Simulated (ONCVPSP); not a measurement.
# Which change was made? (Rb, ONCV)

- Element: Rb (Z = 37)
- Generator: ONCVPSP 4.0.1
- Type: optimised norm-conserving Vanderbilt (ONCV)
- Functional: PBEsol
- Relativity: fully relativistic
- Frozen core: [Ar] 3d10
- Valence charge: 9
- Reference configuration: 4s2 4p6 5s1
- Partial waves: 4s+5s: rc 2.30 bohr, ncon 4, nbas 8, qcut 5 1/bohr, 2 projectors; 4p: rc 1.55 bohr, ncon 3, nbas 7, qcut 5.5 1/bohr, 1 projector; d scattering state at 0.22 Ha: rc 1.95 bohr, ncon 4, nbas 8, qcut 5.6 1/bohr, 2 projectors, debl 2.3 Ha
- Local potential: polynomial inside 1.50 bohr (lpopt 3, dvloc0 0 Ha)
- Core correction: none

Open shells are filled in proportion to 2j + 1.

Cutoffs, loose and tight: the cutoffs (Ha) at which the residual kinetic energy of the hardest occupied pseudo-wave falls to 1 and 0.1 mHa per electron. They do not see the model core or the augmentation charge, which bear on the density cutoff. Test errors are all-electron minus pseudo excitation energies from the reference, over the configurations 4s2 4p6 5s0; 4s2 4p6 5s0.5; 4s2 4p6 5s0 5p1; 4s1 4p6 5s1; variants that change the core or the reference have their own tests.

The base gives: outcome: generated; cutoff, loose: 13 Ha; cutoff, tight: 44 Ha; bound ghosts: none; GHOST(+) flags above zero: none; largest test error (meV): -90.

Question: After one change the result is: outcome: generated; cutoff, loose: 19 Ha; cutoff, tight: 24 Ha; bound ghosts: none; GHOST(+) flags above zero: none; largest test error (meV): -27. Which change was it?
A. s: qcut 3.3; p: qcut 3.6; d: qcut 3.7
B. s: qcut 5.8; p: qcut 6.4; d: qcut 6.5
C. s: qcut 7.3; p: qcut 8; d: qcut 8.2
D. s: qcut 4.4; p: qcut 4.9; d: qcut 5

Answer: C. The others give: s: qcut 3.3; p: qcut 3.6; d: qcut 3.7 → outcome: generated; cutoff, loose: 21 Ha; cutoff, tight: 68 Ha; bound ghosts: none; GHOST(+) flags above zero: none; largest test error (meV): -170 | s: qcut 5.8; p: qcut 6.4; d: qcut 6.5 → outcome: generated; cutoff, loose: 15 Ha; cutoff, tight: 19 Ha; bound ghosts: none; GHOST(+) flags above zero: none; largest test error (meV): -63 | s: qcut 4.4; p: qcut 4.9; d: qcut 5 → outcome: generated; cutoff, loose: 12 Ha; cutoff, tight: 63 Ha; bound ghosts: none; GHOST(+) flags above zero: none; largest test error (meV): -118.
